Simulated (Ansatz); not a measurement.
Job for Ansatz (a first-principles code): R-HF/def2-TZVPP on HITe (SMILES [TeH]I), atoms moved off the minimum. Elements past Kr take the def2 small-core potentials; no spin–orbit coupling.

Ansatz 0.2 input:
```yaml
crystal:
  periodic: [false, false, false]
  atoms:
    - {symbol: Te, position_ang: [0.40199929, 0.85880867, 0.91025704]}
    - {symbol: H, position_ang: [0.74169075, 2.10891358, -0.23770775]}
    - {symbol: I, position_ang: [-0.48507502, -0.92217410, -0.81993182]}
basis:
  gaussian:
    orbitals: def2-TZVPP
hamiltonian:
  xc: {name: HF}
scf: {lower_state_search: off}
output: {forces: true}
```

The log:

```
WARN ansatz: RAYON_NUM_THREADS=1 ignored (pool sized by the plan → 1); use --threads N
Functional definition: HF
these checks for a lower state are left out or cut short: stability, starts, cluster_reference, orbital_swaps, neighbouring_geometries, increment
integrals: 0.06 GiB planned
1033 factors; integrals over basis functions are off by at most 4.4e-4 eV
mean field: 0.34 GiB planned
mean field evaluation 1: about -15353.7800 eV, gradient 1.1e1 eV
mean field evaluation 2: about -15353.8589 eV, gradient 1.2e1 eV
mean field evaluation 4: about -15354.3424 eV, gradient 1.6e0 eV
mean field evaluation 8: about -15354.3551 eV, gradient 1.6e-1 eV
mean field -15354.35524434 eV, -564.2621476737 hartree, gradient 2.2e-6 eV, S^2 0.000000; 0 other end points of the search recorded, 0 dependent functions left out
the calculation of the forces begins
reference -15354.35524434 eV, -564.2621476737 hartree; 25, 25 occupied and 89, 89 virtual orbitals, 1033 factors
Total energy: -15354.35524434 eV, -564.2621476737 hartree
Atom 0 at     0.401999     0.858809     0.910257 Å, force     0.537514     1.504477    -0.307037 eV/Å
Atom 1 at     0.741691     2.108914    -0.237708 Å, force    -0.290942    -1.026398     0.842029 eV/Å
Atom 2 at    -0.485075    -0.922174    -0.819932 Å, force    -0.246572    -0.478079    -0.534992 eV/Å
Dipole moment:     0.081602     0.180263     0.106799 e Å
Checks for a lower state left out: stability, starts, cluster_reference, orbital_swaps, neighbouring_geometries, increment
```

The run converged.

Cost: about 2.3 core-seconds (a rough figure).
